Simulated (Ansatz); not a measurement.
Calculated with Ansatz (gas phase, PBE0-D4/def2-TZVP geometries, no zero-point term in ΔE). CCSD(T)/CBS is the MP2 limit (def2-TZVPP, def2-QZVPP) plus CCSD(T) − MP2 in def2-TZVPP, frozen cores. This one scheme is used for every species. Functionals use def2-TZVPP. B3LYP here is the variant with VWN-RPA as its local correlation; programs differ in this. def2 core potentials past Kr. For Sb outer-core shells are correlated without core-valence functions, which leaves a few kJ/mol of doubt a bond. Each species was taken in one conformer, which may not be the lowest.

Reaction (hydrogenolysis of a C–C bond): `CC[O][SbH][SiH3]` + H₂ → `C[O][SbH][SiH3]` + CH₄

```tsv
level	ΔE (kJ/mol)	difference from CCSD(T)/CBS
r2SCAN-D4	-54.0	-1.8
ωB97X-V	-54.4	-2.2
ωB97M-V	-54.6	-2.4
B2PLYP	-59.2	-7.0
PBE	-57.3	-5.1
B3LYP	-64.4	-12.2
MP2/def2-TZVPP	-49.9	2.3
HF/def2-QZVPP	-71.4	-19.2
MP2/CBS(def2)	-48.9	3.3
CCSD/CBS(def2)	-55.9	-3.7
CCSD(T)/CBS	-52.2	0
```

Largest T1 diagnostic among the species: 0.014.

In def2-TZVPP, CCSD(T) changes the Hartree–Fock value by +18.3 kJ/mol (the triples alone add +3.8 kJ/mol) and MP2 by +21.6 kJ/mol. The D4 term adds +7.6 kJ/mol with B3LYP and +4.3 kJ/mol with PBE0; it sums over pairs of atoms, weighted by their polarisabilities, and B3LYP, whose exchange is more repulsive, gets the larger term.
